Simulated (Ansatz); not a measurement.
Mulliken charges of CH6GeOTe (`[CH3][GeH]([OH])[TeH]`) from PBE/def2-TZVPP in Ansatz (PBE0-D4/def2-TZVP geometry).

```json
{"atom": "C1", "x (Å)": "-0.898", "y (Å)": "1.146", "z (Å)": "0.111", "charge (e)": "-0.342"}
{"atom": "Ge2", "x (Å)": "0.018", "y (Å)": "-0.433", "z (Å)": "-0.536", "charge (e)": "0.420"}
{"atom": "O3", "x (Å)": "1.654", "y (Å)": "0.145", "z (Å)": "-0.944", "charge (e)": "-0.388"}
{"atom": "Te4", "x (Å)": "0.147", "y (Å)": "-2.324", "z (Å)": "1.191", "charge (e)": "-0.179"}
{"atom": "H5", "x (Å)": "-0.403", "y (Å)": "1.511", "z (Å)": "1.011", "charge (e)": "0.113"}
{"atom": "H6", "x (Å)": "-1.937", "y (Å)": "0.913", "z (Å)": "0.340", "charge (e)": "0.118"}
{"atom": "H7", "x (Å)": "-0.859", "y (Å)": "1.922", "z (Å)": "-0.656", "charge (e)": "0.120"}
{"atom": "H8", "x (Å)": "-0.642", "y (Å)": "-1.079", "z (Å)": "-1.773", "charge (e)": "-0.037"}
{"atom": "H9", "x (Å)": "2.272", "y (Å)": "-0.576", "z (Å)": "-1.079", "charge (e)": "0.179"}
{"atom": "H10", "x (Å)": "0.731", "y (Å)": "-1.277", "z (Å)": "2.337", "charge (e)": "-0.004"}
```

Task: By hand: the dipole of these point charges (1 e Å = 4.8032 D).

Result: Σ q r = (-0.303, 0.237, -0.171) e Å, of length 0.421 e Å = 2.02 D.

Task: How does the dipole of the full density compare? (Best estimate.)

Result: Computed: (-0.115, 0.028, -0.029) e Å, 0.59 D; the point charges give 3.42 times that, at 25° from its direction.

Point charges leave out the atoms' own dipoles, such as those of lone pairs, and Mulliken's split depends on the basis, so the two needn't agree.
